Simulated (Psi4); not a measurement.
A dimer, HF ··· H4OSi (SMILES F and O[SiH3]); the first 2 atoms form monomer A.

```
8

F      0.4622     0.0000     0.0000
H     -0.4622     0.0000     0.0000
Si    -4.1923    -1.2447    -0.0302
O     -3.0746    -0.0322     0.0775
H     -5.1949    -0.9718    -1.0899
H     -4.9183    -1.4348     1.2503
H     -3.4319    -2.4654    -0.3615
H     -3.3763     0.8538     0.2902
```

Task: What interaction energy does SAPT0/jun-cc-pVDZ, frozen core (Psi4) give, and which attractive term is the largest?

Result: Total -4.38 kcal/mol: electrostatics -4.05, exchange 0.39, induction -0.43, dispersion -0.29. The most attractive term is electrostatics.
